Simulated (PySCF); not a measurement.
Radial density of Tc²⁺ (technetium, charge +2)

UHF, [Kr] 4d4 5p1, one real determinant (an excited configuration). Computed with PySCF 2.14 in x2c-TZVPPall (8s6p6d2f1g, 79 functions), with the spin-free X2C one-electron Hamiltonian (Gaussian nucleus).

| r (bohr) | 4πr²ρ (e/bohr) | 4πr²(ρα − ρβ) |
| --- | --- | --- |
| 0.0368 | 48.92 | 0.0027 |
| 0.0620 | 50.04 | 0.0183 |
| 0.104 | 67.84 | 0.1189 |
| 0.175 | 47.17 | 0.4859 |
| 0.295 | 50.83 | 0.6440 |
| 0.496 | 30.98 | -0.0119 |
| 0.834 | 12.30 | 1.6416 |
| 1.40 | 8.165 | 2.9437 |
| 2.36 | 1.374 | 1.1022 |
| 3.97 | 0.2939 | 0.2937 |
| 6.68 | 0.01111 | 0.0111 |
| 11.2 | 0.0001549 | 0.0002 |

Densities and radii are taken from the X2C orbitals without a picture-change correction, which distorts them close to the nucleus.

⟨L²⟩ = 8.02 against 12 for a pure F term, so this real determinant mixes terms.

(1) Where is the radial spin density 4πr²(ρα − ρβ) most negative, and why is it negative at all?

## Answers

(1) Around r = 0.496 bohr, down to -0.0119 e/bohr: exchange with the open shell polarises the paired shells in an unrestricted calculation.
